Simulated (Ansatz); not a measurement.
`[BH2][GeH2][SiH2]C` + HCl → `[BH2][GeH2][Cl]` + `C[SiH3]` at 500 K and 1 bar (cleavage of the Ge–Si bond).

Computed with Ansatz on PBE0-D4/def2-TZVP structures; ΔE is electronic, products minus reactants. CBS: MP2 limit from def2 TZ/QZ plus the TZ coupled-cluster correction, frozen cores. This one scheme is used for every species. For Ge outer-core shells are correlated without core-valence functions, which leaves a few kJ/mol of doubt a bond. Scalar relativity is left out up to krypton. One conformer a species, not always the lowest.

```
             species  CCSD(T)/CBS energy (Eh)  H − E (kJ/mol)  S (J/(mol·K))
`[BH2][GeH2][SiH2]C`              -2433.42808           292.2          464.7
                 HCl               -460.38127            32.5          201.9
   `[BH2][GeH2][Cl]`              -2563.08808           132.7          365.9
           `C[SiH3]`               -330.73916           189.7          296.8
```

H − E and S are ideal-gas, rigid-rotor, harmonic terms from PBE0-D4/def2-TZVP, for one conformer and one mirror image of each species. 1 Eh = 2625.50 kJ/mol, R = 8.31446 J/(mol·K).

**Question.** By hand: ΔE, ΔH, ΔS and ΔG.

**Answer.** ΔE = (-2563.08808) + (-330.73916) − (-2433.42808) − (-460.38127) = -0.01789 Eh = -47.0 kJ/mol. Δ(H − E) = 132.7 + 189.7 − 292.2 − 32.5 = -2.3, so ΔH = -49.3 kJ/mol. ΔS = 365.9 + 296.8 − 464.7 − 201.9 = -3.9 J/(mol·K). ΔG = -49.3 − 500 × (-3.9)/1000 = -47.3 kJ/mol.

**Question.** By hand: the equilibrium constant, and the temperature at which ΔG would vanish if ΔH and ΔS stayed fixed.

**Answer.** log₁₀ K = −ΔG/(RT ln 10) = 4.9. ΔG = 0 at ΔH/ΔS = 12641 K, far beyond where these terms or the molecules hold.

The number of gas molecules stays the same, so ΔS is small and ΔH decides. A doubt of 5 kJ/mol in ΔE shifts log₁₀ K by 0.5 here. Other conformers and mirror images would add mixing entropy, several J/(mol·K) or more a flexible species. Modes under 60 cm⁻¹, often nearly free rotors, make the harmonic entropy too high. These are equilibria of isolated gas molecules and say nothing of rates. Largest T1 diagnostic: 0.012 (customary marks: 0.02 for closed shells, 0.045 for open ones).
